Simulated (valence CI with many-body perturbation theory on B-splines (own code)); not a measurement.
# E1 line list for Ta LXVII

Computed by configuration interaction combined with many-body perturbation theory (CI+MBPT): five valence electrons over a frozen Dirac-Fock core [He], radial functions for each j: 11 s, 11 p, 10 d, 8 f, 5 g, 2 h, with the one-electron correlation potential Σ1 (screened to all orders), the two-electron term Σ2, the three-electron term Σ3, Breit, model QED; selected single and double excitations, second order for the rest, scaled by the run's own slope (own B-spline code, finite nucleus).

The last digits are not significant, and no measured levels were compared; by estimate large intervals hold to a few tenths of a per cent, small ones and those within an open d or f shell to about a per cent. Among the levels kept, up to 7400 cm⁻¹ of a level comes from second order outside the variational space, and about a tenth of that is noise between levels of different J, which matters for small intervals.

Lines 151 to 200 of 600 in falling wavelength, among levels below 12508 eV, chosen from the strongest by gf and those to the six lowest levels. Wavelengths and rates use the calculated energies. Electric multipoles are in the length gauge, E1 and E2 with the static RPA response of the core. Weak lines are less certain than strong ones. Lines between different terms over intervals too small for the method are left out, as are lines whose strength nearly cancels. The highest levels of a list are the least certain.

Levels are named by their leading jj configuration (3d3/2^4 stands for four electrons in 3d with j = 3/2), which in mixed levels can hold well under half, so a name can repeat and another be missing. Letters in brackets count levels of one name in rising energy.

```
λ vac (Å)                               Upper                               Lower   A (s⁻¹)  S (a.u.)
    24.66  (2s 2p1/2 2p3/2^2 3d3/2) J=1/2 [b]  (2s 2p1/2 2p3/2^2 3p1/2) J=1/2 [b]  4.88e+11  7.23e-03
    24.66          (2s^2 2p1/2^2 3p3/2) J=3/2             (2s^2 2p1/2^2 3s) J=1/2  1.38e+12  4.08e-02
    24.65  (2s 2p1/2 2p3/2^2 3p3/2) J=5/2 [d]     (2s 2p1/2 2p3/2^2 3s) J=3/2 [d]  4.97e+11  2.21e-02
    24.62  (2s 2p1/2 2p3/2^2 3p3/2) J=3/2 [a]     (2s 2p1/2 2p3/2^2 3s) J=3/2 [a]  8.72e+11  2.57e-02
    24.62  (2s^2 2p1/2 2p3/2 3p3/2) J=3/2 [b]     (2s^2 2p1/2 2p3/2 3s) J=3/2 [b]  5.45e+11  1.61e-02
    24.61  (2s 2p1/2^2 2p3/2 3p3/2) J=3/2 [b]     (2s 2p1/2^2 2p3/2 3s) J=3/2 [b]  5.77e+11  1.70e-02
    24.51  (2s 2p1/2^2 2p3/2 3p3/2) J=3/2 [a]         (2s 2p1/2^2 2p3/2 3s) J=5/2  2.84e+11  8.26e-03
    24.49  (2s 2p1/2 2p3/2^2 3d3/2) J=5/2 [b]      (2s 2p1/2 2p3/2^2 3p1/2) J=7/2  2.80e+11  1.22e-02
    24.46  (2s^2 2p1/2 2p3/2 3d3/2) J=5/2 [b]      (2s^2 2p1/2 2p3/2 3p1/2) J=5/2  3.43e+11  1.49e-02
    24.43  (2s 2p1/2 2p3/2^2 3p3/2) J=5/2 [a]     (2s 2p1/2 2p3/2^2 3s) J=5/2 [b]  9.38e+11  4.05e-02
    24.28  (2s 2p1/2 2p3/2^2 3p3/2) J=5/2 [d]     (2s 2p1/2 2p3/2^2 3s) J=3/2 [b]  2.93e+11  1.24e-02
    24.26  (2s 2p1/2 2p3/2^2 3d3/2) J=5/2 [f]  (2s 2p1/2 2p3/2^2 3p1/2) J=5/2 [c]  3.16e+11  1.34e-02
    24.25  (2s^2 2p1/2 2p3/2 3p3/2) J=5/2 [b]     (2s^2 2p1/2 2p3/2 3s) J=3/2 [b]  7.25e+11  3.06e-02
    24.15  (2s 2p1/2^2 2p3/2 3p3/2) J=3/2 [b]         (2s 2p1/2^2 2p3/2 3s) J=1/2  7.77e+11  2.16e-02
    23.94  (2s^2 2p1/2 2p3/2 3p3/2) J=5/2 [b]         (2s^2 2p1/2 2p3/2 3s) J=5/2  7.67e+11  3.11e-02
    23.93  (2s 2p1/2^2 2p3/2 3p3/2) J=1/2 [b]         (2s 2p1/2^2 2p3/2 3s) J=1/2  1.10e+12  1.49e-02
    23.86  (2s^2 2p1/2 2p3/2 3p3/2) J=3/2 [b]         (2s^2 2p1/2 2p3/2 3s) J=1/2  4.06e+11  1.09e-02
    23.67  (2s 2p1/2^2 2p3/2 3p3/2) J=5/2 [a]         (2s 2p1/2^2 2p3/2 3s) J=5/2  7.99e+11  3.13e-02
    23.53  (2s 2p1/2 2p3/2^2 3p3/2) J=1/2 [d]     (2s 2p1/2 2p3/2^2 3s) J=3/2 [d]  6.72e+11  8.64e-03
    23.44  (2s 2p1/2 2p3/2^2 3p3/2) J=3/2 [f]     (2s 2p1/2 2p3/2^2 3s) J=3/2 [d]  3.91e+11  9.94e-03
    23.40  (2s^2 2p1/2 2p3/2 3p3/2) J=3/2 [b]     (2s^2 2p1/2 2p3/2 3s) J=3/2 [a]  4.43e+11  1.12e-02
    23.37      (2s^2 2p3/2^2 3p3/2) J=3/2 [a]             (2s^2 2p3/2^2 3s) J=3/2  1.18e+12  2.97e-02
    23.37       (2p1/2^2 2p3/2^2 3p3/2) J=3/2          (2p1/2^2 2p3/2^2 3s) J=3/2  9.55e+11  2.41e-02
    23.32  (2s 2p1/2 2p3/2^2 3p3/2) J=3/2 [f]     (2s 2p1/2 2p3/2^2 3s) J=3/2 [c]  5.82e+11  1.46e-02
    23.20  (2s^2 2p1/2 2p3/2 3p3/2) J=1/2 [b]     (2s^2 2p1/2 2p3/2 3s) J=3/2 [b]  1.43e+12  1.76e-02
    23.18  (2s 2p1/2 2p3/2^2 3p3/2) J=5/2 [a]         (2s 2p1/2 2p3/2^2 3s) J=7/2  4.28e+11  1.58e-02
    23.08  (2s 2p1/2 2p3/2^2 3p3/2) J=1/2 [d]     (2s 2p1/2 2p3/2^2 3s) J=1/2 [b]  7.14e+11  8.67e-03
    22.91      (2s^2 2p3/2^2 3p3/2) J=3/2 [a]             (2s^2 2p3/2^2 3s) J=5/2  3.15e+11  7.48e-03
    21.37  (2s 2p1/2 2p3/2^2 3p3/2) J=5/2 [d]     (2s 2p1/2 2p3/2^2 3s) J=5/2 [b]  2.03e+11  5.86e-03
    7.801  (2s 2p1/2 2p3/2^2 3d5/2) J=9/2 [a]  (2s^2 2p1/2 2p3/2 3d5/2) J=7/2 [a]  2.11e+12  4.95e-03
    7.794  (2s 2p1/2 2p3/2^2 3p3/2) J=7/2 [a]  (2s^2 2p1/2 2p3/2 3p3/2) J=5/2 [a]  2.24e+12  4.19e-03
    7.786  (2s 2p1/2 2p3/2^2 3d5/2) J=9/2 [b]  (2s^2 2p1/2 2p3/2 3d5/2) J=7/2 [b]  1.29e+12  3.01e-03
    7.785     (2s 2p1/2 2p3/2^2 3s) J=5/2 [a]     (2s^2 2p1/2 2p3/2 3s) J=3/2 [a]  2.56e+12  3.58e-03
    7.780  (2s 2p1/2 2p3/2^2 3p3/2) J=7/2 [b]  (2s^2 2p1/2 2p3/2 3p3/2) J=5/2 [b]  1.99e+12  3.69e-03
    7.754  (2s 2p1/2 2p3/2^2 3d3/2) J=5/2 [a]  (2s^2 2p1/2 2p3/2 3d3/2) J=3/2 [a]  1.61e+12  2.22e-03
    7.734  (2s 2p1/2 2p3/2^2 3p1/2) J=5/2 [a]  (2s^2 2p1/2 2p3/2 3p1/2) J=3/2 [a]  2.42e+12  3.32e-03
    7.720  (2s 2p1/2 2p3/2^2 3d3/2) J=7/2 [a]  (2s^2 2p1/2 2p3/2 3d3/2) J=5/2 [a]  1.90e+12  3.46e-03
    7.681     (2s 2p1/2 2p3/2^2 3d5/2) J=11/2      (2s^2 2p1/2 2p3/2 3d5/2) J=9/2  2.15e+12  5.76e-03
    7.672         (2s 2p1/2 2p3/2^2 3s) J=7/2         (2s^2 2p1/2 2p3/2 3s) J=5/2  2.52e+12  4.50e-03
    7.667  (2s 2p1/2 2p3/2^2 3d3/2) J=5/2 [b]  (2s^2 2p1/2 2p3/2 3d3/2) J=3/2 [b]  1.70e+12  2.27e-03
    7.663  (2s 2p1/2 2p3/2^2 3d3/2) J=7/2 [b]  (2s^2 2p1/2 2p3/2 3d3/2) J=5/2 [b]  1.80e+12  3.20e-03
    7.658  (2s 2p1/2 2p3/2^2 3p1/2) J=5/2 [b]  (2s^2 2p1/2 2p3/2 3p1/2) J=3/2 [b]  2.26e+12  3.01e-03
    7.652      (2s 2p1/2 2p3/2^2 3p3/2) J=9/2      (2s^2 2p1/2 2p3/2 3p3/2) J=7/2  2.21e+12  4.88e-03
    7.640      (2s 2p1/2 2p3/2^2 3d3/2) J=9/2      (2s^2 2p1/2 2p3/2 3d3/2) J=7/2  2.15e+12  4.73e-03
    7.637      (2s 2p1/2 2p3/2^2 3p1/2) J=7/2      (2s^2 2p1/2 2p3/2 3p1/2) J=5/2  2.42e+12  4.25e-03
    7.554          (2s 2p1/2^2 2p3/2^2) J=5/2          (2s^2 2p1/2^2 2p3/2) J=3/2  2.54e+12  3.24e-03
    7.553       (2p1/2^2 2p3/2^2 3p3/2) J=5/2  (2s 2p1/2^2 2p3/2 3p3/2) J=3/2 [b]  4.38e+12  5.59e-03
    7.535        (2s 2p1/2 2p3/2^3) J=3/2 [a]          (2s^2 2p1/2 2p3/2^2) J=5/2  2.73e+11  2.31e-04
    7.505          (2p1/2^2 2p3/2^2 3s) J=5/2     (2s 2p1/2^2 2p3/2 3s) J=3/2 [b]  5.82e+12  7.29e-03
    7.475       (2p1/2^2 2p3/2^2 3p3/2) J=7/2  (2s 2p1/2^2 2p3/2 3p3/2) J=5/2 [b]  7.64e+12  1.26e-02
```
